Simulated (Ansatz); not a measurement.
Consider the redistribution: `C=C[SiH2][SiH3]` + `C[SiH](S)CO` → `OC[SiH2][SiH3]` + `C=C[SiH](C)S`.

Program: Ansatz. Geometries: PBE0-D4/def2-TZVP. ΔE: electronic, gas phase. CCSD(T)/CBS is the MP2 limit (def2-TZVPP, def2-QZVPP) plus CCSD(T) − MP2 in def2-TZVPP, frozen cores. Functionals use def2-TZVPP. B3LYP here is the variant with VWN-RPA as its local correlation; programs differ in this. One conformer a species, not always the lowest.

`C=C[SiH2][SiH3]`:

Cartesian coordinates in Å:
```
C -0.349 -2.040 -1.104
C -0.826 -1.057 -0.344
Si 0.199 -0.137 0.908
Si 0.473 2.099 0.264
H 0.679 -2.382 -1.019
H -0.962 -2.547 -1.843
H -1.865 -0.760 -0.481
H -0.462 -0.164 2.244
H 1.529 -0.798 1.020
H 1.201 2.180 -1.031
H -0.857 2.749 0.096
H 1.240 2.859 1.289
```

`C[SiH](S)CO`:

```xyz
13

C    -1.599    0.287    0.948
Si    0.222    0.250    0.548
S     1.162   -1.590    1.159
C     0.551    0.430   -1.302
O     1.906    0.186   -1.630
H    -1.762    0.168    2.021
H    -2.131   -0.515    0.430
H    -2.038    1.240    0.638
H     0.977    1.272    1.317
H     0.319   -2.378    0.469
H    -0.127   -0.228   -1.867
H     0.321    1.453   -1.618
H     2.199   -0.574   -1.113
```

`OC[SiH2][SiH3]`:

Cartesian coordinates in Å:
```
O -2.591 0.691 -0.309
C -1.494 -0.186 -0.100
Si 0.157 0.731 0.088
Si 1.959 -0.749 0.306
H -2.420 1.211 -1.098
H -1.709 -0.732 0.822
H -1.423 -0.941 -0.897
H 0.099 1.647 1.259
H 0.352 1.569 -1.134
H 3.240 -0.002 0.425
H 2.040 -1.644 -0.880
H 1.790 -1.595 1.519
```

`C=C[SiH](C)S`:

Cartesian coordinates in Å:
```
C 0.428 1.010 2.012
C 0.793 0.393 0.891
Si -0.393 0.072 -0.500
C -0.497 -1.732 -0.959
S 0.256 1.068 -2.288
H 1.124 1.200 2.825
H -0.591 1.353 2.166
H 1.830 0.077 0.786
H -1.719 0.594 -0.067
H 0.483 -2.116 -1.250
H -0.855 -2.316 -0.108
H -1.186 -1.883 -1.793
H 0.326 2.281 -1.717
```

```
             level  ΔE (kJ/mol)  difference from CCSD(T)/CBS
            PBE-D4          6.3                          2.2
           PBE0-D4          5.6                          1.5
          B3LYP-D4          5.0                          0.9
           ωB97X-V          4.7                          0.6
           ωB97M-V          5.3                          1.2
               PBE          5.3                          1.2
              PBE0          4.8                          0.7
             B3LYP          3.3                         -0.8
     HF/def2-TZVPP         -0.3                         -4.4
    MP2/def2-TZVPP          4.4                          0.3
SCS-MP2/def2-TZVPP          3.3                         -0.8
   CCSD/def2-TZVPP          3.5                         -0.6
     HF/def2-QZVPP         -0.6                         -4.7
SCS-MP2/def2-QZVPP          3.1                         -1.0
      HF/CBS(def2)         -0.6                         -4.7
    CCSD/CBS(def2)          3.4                         -0.7
       CCSD(T)/CBS          4.1                            0
```

Largest T1 diagnostic among the species: 0.013.

In def2-TZVPP, CCSD(T) changes the Hartree–Fock value by +4.5 kJ/mol (the triples alone add +0.8 kJ/mol) and MP2 by +4.7 kJ/mol.
